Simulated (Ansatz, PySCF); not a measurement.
Potential energy curve for OB (cation, charge +1), lowest triplet found (which spin is the ground state isn't settled by this scan).

Levels: UHF/STO-3G = unrestricted Hartree-Fock/STO-3G run with PySCF 2.14.0; ROCCSDT(Q) = CCSDT(Q)/B on ROHF/cc-pVDZ, frozen core (Ansatz, a program for electronic structure); UMP2 = MP2 on UHF/cc-pVDZ, frozen core run with Ansatz.

Total energies in hartree (comparable only within one method and basis):

```csv
R / Å,UHF/STO-3G,ROCCSDT(Q),UMP2
1.07,-97.70275,-99.19405,-99.17354
1.17,-97.79311,-99.26754,-99.24600
1.24,-97.82203,-99.28979,-99.26732
1.31,-97.83299,-99.29723,-99.27357
1.36,-97.83333,-99.29648,-99.27175
1.43,-97.82708,-99.28994,-99.26329
1.47,-97.82137,-99.28432,-99.25625
1.52,-97.81334,-99.27614,-99.24577
1.55,-97.80854,-99.27088,-99.23871
1.62,-97.79659,-99.25829,-99.22016
1.69,-97.79957,-99.24619,-99.20100
1.78,-97.80186,—,—
```

Dashes: no converged value, or the column stops at the first point that the program doubted or that broke a chosen test of continuity, which isn't proof of a fault.

The scan ran from 1.07 to 5.14 Å; beyond the distances shown full CI changes its symmetry label. The unrestricted determinant behind UHF/STO-3G is spin-contaminated at 1.62 to 1.78 Å (<S²> up to 2.5, against 2.00 for a pure triplet). The T1 diagnostic of CCSD on the restricted reference of ROCCSDT(Q) exceeds 0.045 at 1.62 to 1.69 Å. The unrestricted determinant behind UMP2 is spin-contaminated at 1.69 to 1.78 Å (<S²> up to 2.4, against 2.00 for a pure triplet).
